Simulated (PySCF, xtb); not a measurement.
stibine (H₃Sb), SMILES [SbH3].

GFN2-xTB in xtb 6.7.1 at its own geometry gives an orbital gap of 4.84 eV and a dipole moment of 1.20 D.

Geometry optimised at B3LYP-D3(BJ)/def2-TZVPD. The def2 effective core potentials stand for the cores of Sb; spin–orbit coupling is left out.

### Question
What does r2SCAN/def2-TZVPD (PySCF) give? (An estimate is asked for; the answer gives what the named calculation found.)

### Answer
gap 6.07 eV (levels -6.77 and -0.70 eV), dipole 0.32 D.
